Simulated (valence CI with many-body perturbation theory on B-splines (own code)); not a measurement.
Results of a calculation; reference values are marked as such.
## Tm48+: input, log and results

Method: configuration interaction combined with many-body perturbation theory (CI+MBPT): three valence electrons over a frozen Dirac-Fock core [Ar], radial functions for each j: 6 s, 6 p, 5 d, 5 f, 1 g, with the one-electron correlation potential Σ1 (screened to all orders), the two-electron term Σ2, the three-electron term Σ3, Breit, model QED; selected single and double excitations, second order for the rest, scaled by the run's own slope (own B-spline code, finite nucleus).

Command, and the settings that its task file holds:

```sh
python run_cv.py task.json out
```

```
atom Tm  Z=69  mass_number=169  rms_radius_fm=5.2256
core [Ar]
valence 3d3
avg = 1
basis = S
breit = 1
cap = 10000
capref = 1200
cscale = 1
de = 0.0
dress = 0
eps = 2e-08
extrap = 1
h = 0.27
hh = 1
l2 = 3
lcore = 6
maxit = 60
n2 = 5
natural = 1
nlev = 20
nno = [3, 3, 3, 3, 1]
nroot = 26
nsp = [3, 3, 2, 2, 0]
pt2 = 1
qed = 1
rmax = 0.67
rpa = 1
s1 = 1
s2 = 1
s3 = 1
screen = 1
tol = 2e-05
whole = 1
```

It took 11 s on 1 thread of Arm Neoverse V2, with other jobs on the host.

Log. The first blocks belong to the next ion, which gives the ionisation energy. Fields: 2J, parity (1 odd), roots, reference size, generating configurations, candidates as configurations/state functions, variational space P, stored matrix elements, Davidson steps; e2 is the range of second-order energies in hartree. The first line gives the box (bohr), its intervals, the orbitals and the steps of their self-consistent field. Window is the range of levels sought, series limit the energy at which the first omitted orbital would enter, core excitation an estimate of the first excitation out of the core, left out the lowest levels not solved, and shifts from estimates the range by which levels moved from their first estimate, all in cm⁻¹.

```
rmax 0.7 intervals 51 orbitals 40 references ['3d3', '3d2 4s', '3d2 4p'] scf 2 t 0.5
2J=4 par=0 roots 2 ref 42 generators 3 cand 293/293 P 303/303 nnz 0 it 0
2J=4 par=0 roots 2 ref 42 generators 3 cand 32/32 P 323/323 nnz 0 it 0
   second order: generators 4 cand 12/12 e2 -0.00000 -0.00000
2J=0 par=0 roots 2 ref 17 generators 2 cand 108/108 P 124/124 nnz 0 it 0
2J=0 par=0 roots 2 ref 17 generators 2 cand 1/1 P 124/124 nnz 0 it 0
   second order: generators 2 cand 1/1 e2 -0.00000 -0.00000
2J=6 par=0 roots 2 ref 32 generators 2 cand 250/250 P 239/239 nnz 0 it 0
2J=6 par=0 roots 2 ref 32 generators 2 cand 43/43 P 269/269 nnz 0 it 0
   second order: generators 7 cand 13/13 e2 -0.00000 -0.00000
reference levels 228, estimated 19, window 1442786 1/cm; series limit 14105496, core excitation 2126031
2J=3 par=0 roots 5 ref 23 generators 4 cand 257/515 P 682/1715 nnz 0 it 4
2J=3 par=0 roots 5 ref 23 generators 4 cand 129/234 P 743/1852 nnz 0 it 4
   second order: generators 5 cand 445/1043 e2 -0.00000 -0.00000
2J=5 par=0 roots 5 ref 25 generators 3 cand 276/643 P 659/1925 nnz 0 it 3
2J=5 par=0 roots 5 ref 25 generators 3 cand 158/342 P 749/2152 nnz 0 it 4
   second order: generators 5 cand 817/2175 e2 -0.00000 -0.00000
2J=7 par=0 roots 3 ref 19 generators 2 cand 283/677 P 604/1710 nnz 0 it 3
2J=7 par=0 roots 3 ref 19 generators 2 cand 164/371 P 697/1953 nnz 0 it 3
   second order: generators 2 cand 71/128 e2 -0.00000 -0.00000
2J=9 par=0 roots 3 ref 14 generators 3 cand 232/441 P 524/1391 nnz 0 it 4
2J=9 par=0 roots 3 ref 14 generators 3 cand 141/224 P 586/1514 nnz 0 it 3
   second order: generators 3 cand 79/101 e2 -0.00000 -0.00000
2J=1 par=0 roots 2 ref 13 generators 2 cand 238/367 P 590/939 nnz 0 it 0
2J=1 par=0 roots 2 ref 13 generators 2 cand 130/188 P 649/1037 nnz 0 it 0
   second order: generators 2 cand 71/90 e2 -0.00000 -0.00000
2J=11 par=0 roots 1 ref 6 generators 1 cand 214/373 P 351/806 nnz 0 it 0
2J=11 par=0 roots 1 ref 6 generators 1 cand 151/237 P 411/921 nnz 0 it 0
   second order: generators 1 cand 91/122 e2 -0.00000 -0.00000
left out: unestimated 14106647, estimated none, shifts from estimates -0 to 0
operators 0.8
```

The Davidson iterations converged. The settings are bad on purpose, so the numbers may not be properties of the ion.

The last digits are not significant, and no measured levels were compared; by estimate large intervals hold to a few tenths of a per cent, small ones and those within an open d or f shell to about a per cent. Only levels of the ground parity were solved; by the run's estimate the other parity begins above the list, which can be wrong where configurations are misplaced.

```yaml
Valence_energy: -477.6151 hartree
Ionisation_energy: "4200 eV (NIST: 4199 ± 4 eV (theoretical))"
Reference_configurations_for_the_orbitals: 3d3, 3d2 4s, 3d2 4p
Radial_orbitals: 40
Box_radius: 0.67 bohr
Largest_variational_space: 2152
Lowest_levels: (3d3/2^3) J=3/2 0.00, (3d3/2^2 3d5/2) J=5/2 [a] 45.35, (3d3/2^2 3d5/2) J=3/2 51.36, (3d3/2^2 3d5/2) J=7/2 54.46, (3d3/2^2 3d5/2) J=9/2 54.79, (3d3/2^2 3d5/2) J=1/2 56.18, (3d3/2^2 3d5/2) J=5/2 [b] 76.70, (3d3/2 3d5/2^2) J=7/2 [a] 98.98, (3d3/2 3d5/2^2) J=9/2 103.01, (3d3/2 3d5/2^2) J=3/2 [a] 107.75, (3d3/2 3d5/2^2) J=1/2 110.42, (3d3/2 3d5/2^2) J=11/2 111.95, (3d3/2 3d5/2^2) J=5/2 [a] 112.47, (3d3/2 3d5/2^2) J=5/2 [b] 119.61 eV
```

Levels are named by their leading jj configuration (3d3/2^4 stands for four electrons in 3d with j = 3/2), which in mixed levels can hold well under half, so a name can repeat and another be missing. Letters in brackets count levels of one name in rising energy.
